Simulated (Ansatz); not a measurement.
The cluster Si₂Mo₄⁺. Charge 1, multiplicity 2. Geometry PBE-D4/def2-SVP.

```xyz
6

Mo    0.690   -0.346   -1.372
Mo    1.563   -0.513    0.686
Mo   -1.322    0.035    0.853
Mo    0.394    1.475    0.919
Si   -0.344   -2.034    0.093
Si   -0.980    1.383   -1.179
```

In the def2 sets Mo takes a core potential; there is no spin–orbit coupling. At ωB97M-V/def2-TZVP the charge 1 doublet is spin-contaminated (final ⟨S²⟩ up to 0.86, 0.75 for a pure state). The structure comes from a short search, and lower isomers may exist.

(1) Estimate the α-spin orbital energies around the gap (eV) in Ansatz with PBE-D4/def2-SVP, revPBE-D4/def2-TZVP, r2SCAN-D4/def2-TZVP, PBE0-D4/def2-TZVP, ωB97M-V/def2-TZVP.

## Answers

(1) 
```tsv
orbital	PBE-D4/def2-SVP	revPBE-D4/def2-TZVP	r2SCAN-D4/def2-TZVP	PBE0-D4/def2-TZVP	ωB97M-V/def2-TZVP
HOMO−13	-12.44	-12.22	-12.50	-13.36	-15.41
HOMO−12	-11.28	-11.10	-11.33	-12.13	-14.10
HOMO−11	-10.97	-10.79	-11.00	-11.82	-13.76
HOMO−10	-10.83	-10.64	-10.89	-11.61	-13.43
HOMO−9	-10.60	-10.42	-10.66	-11.44	-13.41
HOMO−8	-10.50	-10.33	-10.58	-11.41	-13.36
HOMO−7	-10.37	-10.18	-10.38	-11.10	-12.93
HOMO−6	-9.93	-9.76	-9.97	-10.67	-12.50
HOMO−5	-9.83	-9.65	-9.83	-10.61	-12.43
HOMO−4	-9.49	-9.32	-9.50	-10.18	-12.13
HOMO−3	-9.41	-9.24	-9.46	-10.14	-12.06
HOMO−2	-9.20	-9.03	-9.24	-9.97	-11.63
HOMO−1	-8.84	-8.67	-8.84	-9.57	-11.44
HOMO	-8.18	-8.04	-8.25	-8.90	-10.57
LUMO	-7.44	-7.25	-7.18	-6.55	-4.79
LUMO+1	-7.41	-7.24	-7.16	-6.52	-4.78
LUMO+2	-7.09	-6.94	-6.96	-6.32	-4.46
LUMO+3	-6.98	-6.79	-6.69	-5.94	-4.15
LUMO+4	-6.93	-6.75	-6.63	-5.92	-3.97
LUMO+5	-6.53	-6.37	-6.31	-5.67	-3.93
β HOMO	-8.72	-8.56	-8.71	-9.36	-11.13
β LUMO	-7.73	-7.55	-7.42	-6.70	-4.83
```
